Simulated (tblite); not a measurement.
Compound: C7H12NPS.
Structure used (GFN2-xTB), in Å, numbered top down from 1:
```xyz
22
C7H12NPS angstrom
C     -2.901   -0.666   -1.862
C     -1.858   -0.409   -1.318
P     -0.531    0.074   -0.226
N     -0.856    0.726    1.150
C     -1.547    0.128    2.271
C      0.409    1.325   -1.161
C      1.756    1.537   -0.493
S      2.829    0.077   -0.659
C      1.869   -1.104    0.341
C      0.545   -1.443   -0.317
H     -3.771   -0.909   -2.401
H     -1.017   -0.734    2.690
H     -1.610    0.897    3.042
H     -2.564   -0.187    2.020
H      0.529    1.001   -2.199
H     -0.174    2.250   -1.136
H      2.309    2.354   -0.957
H      1.623    1.745    0.570
H      2.506   -1.982    0.446
H      1.711   -0.651    1.324
H      0.045   -2.254    0.224
H      0.688   -1.755   -1.353
```

Method: GFN2-xTB as coded in tblite; computed harmonic values from a numerical Hessian at the method's own geometry, unscaled. Against measured fundamentals such values can be off by several per cent, at times by over 20. One conformer, not necessarily the lowest.

Harmonic wavenumbers (cm⁻¹): 66.8, 71.4, 89.1, 104.6, 112.9, 158.0, 195.1, 201.8, 257.8, 261.1, 309.6, 342.1, 356.2, 396.9, 436.6, 606.5, 647.8, 666.5, 669.3, 671.0, 686.7, 716.9, 804.0, 816.3, 850.1, 891.1, 946.9, 1029.4, 1037.4, 1046.8, 1076.3, 1087.9, 1114.9, 1118.0, 1146.8, 1238.6, 1245.1, 1250.2, 1258.9, 1303.1, 1397.9, 1416.2, 1421.5, 1428.3, 1435.2, 1493.2, 1495.2, 2175.0, 2911.3, 2922.8, 2938.5, 2944.7, 2946.1, 2949.6, 2971.6, 2974.6, 2986.9, 2990.1, 2992.5, 3354.8.

A = 1495, B = 724.8, C = 652.0 MHz; mass 173.043 u (most abundant isotopes); point group C1, symmetry number 1.

Zero-point energy?

Half the sum of the wavenumbers: 37716 cm⁻¹ = 451.19 kJ/mol.

Entropy at 500 K, 1 bar (ideal gas, RRHO, classical rotation)?

Translation 183.88, rotation 134.06, vibration 268.35: S = 586.3 J/(mol K).

And Cp and H(500 K) − H(0)?

Cp = 286.56 J/(mol K), of which vibrations give 253.31 (their classical limit is 60 R = 498.9); H(500 K) − H(0) = 84.96 kJ/mol without the zero-point energy, 68.33 from vibrations.

What must be added to the electronic energy to get the Gibbs energy at 500 K and 1 bar?

ZPE + [H(500 K) − H(0)] − T·S = 451.19 + 84.96 − 293.14 = 243.01 kJ/mol.

Which modes carry the vibrational entropy at 500 K?

66.8 cm⁻¹: 22.04; 71.4 cm⁻¹: 21.49; 89.1 cm⁻¹: 19.65; 104.6 cm⁻¹: 18.33; 112.9 cm⁻¹: 17.70; 158.0 cm⁻¹: 14.94 J/(mol K); the other 54 give 154.21 together.

Hindered rotation and anharmonicity are outside this model. Other conformers, if any are populated, would add a mixing term that is left out. The structure is chiral; the term R ln 2 for an equal mix with its mirror image is left out.
